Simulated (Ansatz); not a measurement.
`N[SiH]([AlH2])[SiH3]` + `Cl[CH2][GeH3]` → `N[SiH]([SiH3])CCl` + `[AlH2][GeH3]`  (redistribution)

Calculated with Ansatz (gas phase, PBE0-D4/def2-TZVP geometries, no zero-point term in ΔE). CCSD(T)/CBS adds triple-zeta CCSD(T) − MP2 to the extrapolated MP2 energy (def2 sets, frozen cores). Functionals use def2-TZVPP. B3LYP here is the variant with VWN-RPA as its local correlation; programs differ in this. For Ge outer-core shells are correlated without core-valence functions, which leaves a few kJ/mol of doubt a bond. Scalar relativity is left out up to krypton. Each species was taken in one conformer, which may not be the lowest.

**Question.** Is it downhill or uphill in electronic energy at CCSD(T)/CBS, and by how much? (An estimate is asked.)

**Answer.** Ansatz gave: Downhill: ΔE = -50.9 kJ/mol.

**Question.** What do these levels give: PBE-D4, PBE0-D4, B3LYP-D4, ωB97X-V, CCSD(T)/def2-TZVPP, MP2/def2-QZVPP? (Estimate.)

**Answer.** The calculation gave: PBE-D4 -45.8, PBE0-D4 -48.8, B3LYP-D4 -53.1, ωB97X-V -51.4, CCSD(T)/def2-TZVPP -49.0, MP2/def2-QZVPP -52.4 kJ/mol.

Largest T1 diagnostic among the species: 0.013.

From PBE to PBE0 (25 % exact exchange), in def2-TZVPP and without D4, ΔE moves by −3.3 kJ/mol.
